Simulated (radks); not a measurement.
Results of a calculation; reference values are marked as such.
Q: These are the eigenvalues of the occupied orbitals of an atom or ion with whole-number occupations (eV). Code: a radial shooting solver on a logarithmic mesh with Libxc functionals. Model: scalar-relativistic Kohn-Sham, BLYP, spin-polarised, spherical densities, finite nucleus; Fermi nuclear charge, rms radius of each element as measured or else 0.836 A^(1/3) + 0.57 fm.

orbital  eigenvalue
1s up     -41851.65
1s down   -41851.63
2s up     -6763.061
2s down   -6763.043
2p up     -6055.665
2p down   -6055.641
3s up     -1488.798
3s down   -1488.464
3p up     -1264.751
3p down   -1264.416
3d up     -949.8460
3d down   -949.5801
4s up     -324.6338
4s down   -323.7165
4p up     -251.0183
4p down   -250.0997
4d up     -145.5811
4d down   -144.6619
5s up      -65.8543
5s down    -65.2480
5p up      -46.3164
5p down    -45.8338
4f up      -33.2884
6p up      -13.7885

Which element is it, and in what charge state? The configuration may be excited. Open shells, if any, are filled with parallel spins first.

A: Z = 59, praseodymium, charge +2: Pr2+ in [Xe] 4f1 6p2. The list shows which subshells hold electrons but not how many an open one holds; the 1s level, -1538 hartree, gives Z - s = 55.5 by -(Z - s)^2/2, which with screening and relativity narrows Z to a few neighbours, and the depths of the outer levels then fix element, charge and occupations together.
